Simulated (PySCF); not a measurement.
PBE0 on Ag⁻ (silver, charge -1)

Configuration: [Kr] 4d10 5s2, closed-shell 1S. Computed with PySCF 2.14 in x2c-QZVPPall with one added diffuse shell each of s, p, d, f, g type (14s9p8d5f3g, 143 functions), with the spin-free X2C one-electron Hamiltonian (Gaussian nucleus).

```json
{
  "Total energy": "-5315.17 hartree",
  "One-electron energy": "-7340.34 hartree",
  "Hartree (Coulomb) energy": "2175.65 hartree",
  "Exchange-correlation energy": "-150.47 hartree",
  "⟨S²⟩": "0.0000",
  "⟨L²⟩": "0.000",
  "Sum of ⟨r⟩": "37.57 bohr",
  "Sum of ⟨r²⟩": "77.90 bohr²",
  "Langevin diamagnetic susceptibility": "-61.7 ×10⁻⁶ cm³/mol",
  "Time after the integrals": "about 7 core-seconds"
}
```

```tsv
shell	electrons	mean orbital energy (eV)	rms radius, mean of both spins (bohr)
1s	2	-25370.1	0.0357
2s	2	-3752.4	0.146
2p	6	-3365.0	0.130
3s	2	-692.48	0.393
3p	6	-564.18	0.395
3d	10	-361.28	0.377
4s	2	-94.353	0.973
4p	6	-56.610	1.07
4d	10	-3.053	1.60
5s	2	0.427	4.51
```

At PBE0 the highest occupied level has a positive energy, so only the finite basis holds that electron; in a semilocal or global hybrid functional this comes from self-interaction and does not mean that the real anion is unbound.

Densities and radii are taken from the X2C orbitals without a picture-change correction, which distorts them close to the nucleus.
